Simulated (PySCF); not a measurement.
Simulated C 1s region for GePh2H2, `[H][Ge]([H])([c]1ccccc1)[c]1ccccc1`, binding energy against the vacuum level.

Every computed line was given a Gaussian of 1.0 eV full width at half maximum and an area set by the number of equivalent atoms; the highest printed point is 100. Computed, not measured: PySCF 2.14.0, delta-SCF UKS SCAN, pcX-2 on the ionised atom, pcseg-1 elsewhere, spin-free X2C.

binding energy (eV), intensity and a bar:
```
    288.2          0 
    288.3          0 
    288.4          0 
    288.5          0 
    288.6          1 
    288.7          2 #
    288.8          3 #
    288.9          5 ##
    289.0          9 ###
    289.1         14 ####
    289.2         21 ######
    289.3         30 #########
    289.4         41 ############
    289.5         54 ################
    289.6         67 ####################
    289.7         80 ########################
    289.8         90 ###########################
    289.9         97 #############################
    290.0        100 ##############################
    290.1         98 #############################
    290.2         91 ###########################
    290.3         80 ########################
    290.4         67 ####################
    290.5         53 ################
    290.6         40 ############
    290.7         29 #########
    290.8         19 ######
    290.9         12 ####
    291.0          7 ##
    291.1          4 #
    291.2          2 #
    291.3          1 
    291.4          1 
    291.5          0
```

**Question.** How many maxima does the curve show, and how many computed lines lie under it?

**Answer.** The curve has 1 maximum (at 290.0 eV). Under it lie 4 lines from 4 inequivalent carbon sites. At this width some lines have no maximum of their own.

**Question.** Decompose the envelope and assign each component. Bonds: Ge1–C2, Ge1–C13, C2–C3, C2–C7, C3–C4, C4–C5, C5–C6, C6–C7, C13–C14, C13–C18, C14–C15, C15–C16, C16–C17, C17–C18. Hydrogens: H24, H25 on Ge1; H8 on C3; H9 on C4; H10 on C5; H11 on C6; H12 on C7; H19 on C14; H20 on C15; H21 on C16; H22 on C17; H23 on C18.

**Answer.** 
```tsv
position (eV)	relative area	line	atoms	environment
289.68	2	C 1s	C2/C13	carbon bonded to 2 C and Ge
290.02	4	C 1s	C3/C7/C14/C18	carbon bonded to 2 C and H
290.06	2	C 1s	C5/C16	carbon bonded to 2 C and H
290.08	4	C 1s	C4/C6/C15/C17	carbon bonded to 2 C and H
```

**Question.** What are the centre and the root-mean-square width of the whole band?

**Answer.** The area-weighted mean of the lines is 289.99 eV. Their own spread about it is 0.14 eV (rms) and each Gaussian has σ = 1.0/2.355 = 0.42 eV; the variances add, which gives 0.45 eV.

Lowest listed C 1s: C2/C13, bonded to 2 C and Ge. Highest, 0.40 eV above it: C4/C6/C15/C17, bonded to 2 C and H. The values 290.02, 290.06 and 290.08 eV lie too close for their order to be trusted.

No satellites, vibrations or lifetime broadening are included. One atom of each set of topologically equivalent atoms was ionised and stands for the set; in this conformer not all members are related by symmetry, and their own values weren't computed. The unrestricted hole states depart most from a pure doublet (⟨S²⟩ = 0.75; over 0.85 named) for C 1s of C2/C13 (0.85), which makes this value less certain. The structure is a single PBE0-D3(BJ)/def2-SVP conformer in the gas phase; no vibrational or solvent corrections.
